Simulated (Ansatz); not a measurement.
Cost and result for the atomization energy of C2H6ClNSi, SMILES `N/C=C/[SiH2]Cl` (11 atoms, 10 bonds).

Z-matrix (Å, degrees):
```
Si
Cl 1 2.074
C 1 1.819 2 112.3
H 1 1.484 2 104.6 3 123.3
H 1 1.486 2 107.1 3 -119.6
C 3 1.346 1 120.6 2 -112.1
H 3 1.088 1 120.6 2 67.8
N 6 1.359 3 126.9 1 -177.5
H 6 1.088 3 119.8 1 0.2
H 8 1.003 6 119.3 3 -165.5
H 8 1.005 6 119.1 3 -12.2
```

The species carries charge 0 and has multiplicity 1. The geometry is a stationary point of PBE0-D4/def2-TZVP. It is one conformer, not always the lowest. Program: Ansatz. All runs use 4 threads of an Arm Neoverse V2 on a shared host. Times are those of one run each, without the atoms' runs, and a repeat can differ threefold. Electronic energies, without spin–orbit coupling; frozen cores. CCSD(T)/CBS adds CCSD(T) − MP2 in def2-TZVPP to the MP2 limit, and its time is that of the two runs behind it. T1 = 0.011. B3LYP takes the VWN-RPA correlation (the form of Gaussian; ORCA's B3LYP/G).

CCSD(T)/CBS is a level of theory with its own doubt, some kJ/mol a heavy atom from the limit and from the frozen cores, so smaller differences don't rank the functionals.

| level | functions | wall time | atomization (kJ/mol) | difference from CCSD(T)/CBS | per bond |
| --- | --- | --- | --- | --- | --- |
| PBE-D4/def2-TZVPP (with forces) | 261 | 2.2 s | 4142.3 | 92.4 | 9.2 |
| PBE0-D4/def2-TZVPP | 261 | 2.6 s | 4073.4 | 23.5 | 2.4 |
| r2SCAN-D4/def2-TZVPP (with forces) | 261 | 3.9 s | 4064.5 | 14.6 | 1.5 |
| B3LYP-D4/def2-TZVPP (with forces) | 261 | 4 s | 4061.4 | 11.5 | 1.1 |
| B2PLYP/def2-TZVPP | 261 | 4.6 s | 4011.4 | -38.5 | -3.9 |
| ωB97X-V/def2-TZVPP | 261 | 6.5 s | 4071.8 | 21.9 | 2.2 |
| ωB97M-V/def2-TZVPP (with forces) | 261 | 9.5 s | 4074.0 | 24.1 | 2.4 |
| MP2/def2-QZVPP | 491 | 17 s | 4065.6 | 15.7 | 1.6 |
| CCSD(T)/def2-TZVPP | 261 | 2.1 min | 3931.9 | -118.0 | -11.8 |
| CCSD(T)/CBS(def2) | – | 2.3 min | 4049.9 | 0.0 | 0.0 |

The D4 term adds +37.9 kJ/mol with B3LYP and +20.0 kJ/mol with PBE0; it sums over pairs of atoms, weighted by their polarisabilities, and B3LYP, whose exchange is more repulsive, gets the larger term. In def2-TZVPP, CCSD(T) changes the Hartree–Fock value by +994.5 kJ/mol (the triples alone add +63.5 kJ/mol) and MP2 by +1058.1 kJ/mol; breaking electron pairs costs correlation energy, which Hartree–Fock lacks. From PBE to PBE0 (25 % exact exchange), in def2-TZVPP and without D4, the atomization energy moves by −65.3 kJ/mol: exact exchange takes away binding that semilocal exchange gives to molecules.
